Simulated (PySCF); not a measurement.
Dipole response of Os (osmium, neutral)

[Xe] 4f14 5d6 6s2, high-spin 5D determinant. All numbers are calculated (PySCF 2.14, scalar relativity through the core potential, in aug-cc-pwCVQZ-PP with ECP60MDF). Coupled (time-dependent) response in atomic units; α is the mean over directions.

| method | mean α (bohr³) | α xx, yy, zz | C₆ (like pair) | S(−4) |
| --- | --- | --- | --- | --- |
| UHF | 77.18 | 78.78, 78.78, 73.97 | 879.4 | 4072 |

S(−4) is the Cauchy moment in α(ω) = α(0) + S(−4) ω² + …

Reference α: 57 ± 3 bohr³ (recommended; Schwerdtfeger and Nagle, table of static dipole polarizabilities (2023 update)). Published C₆: 584.0 (Gould and Bucko (2016)).

Spin-orbit coupling is absent.

Hartree-Fock lies above the reference because it lacks correlation, which contracts the outer shell.

α(iu) at UHF:

```tsv
u (hartree)	α(iu) (bohr³)
0	77.18
0.0500	69.19
0.100	56.18
0.200	36.42
0.300	25.12
0.500	14.52
0.750	9.110
1.00	6.444
1.50	3.828
2.00	2.564
3.00	1.383
5.00	0.5819
```

The components differ because the open shell of this determinant is not spherical; for a pure term their mean is the scalar polarisability.

Energies and moments cover only the electrons outside the core potential. Spin-orbit coupling, absent here, splits the open shell strongly.
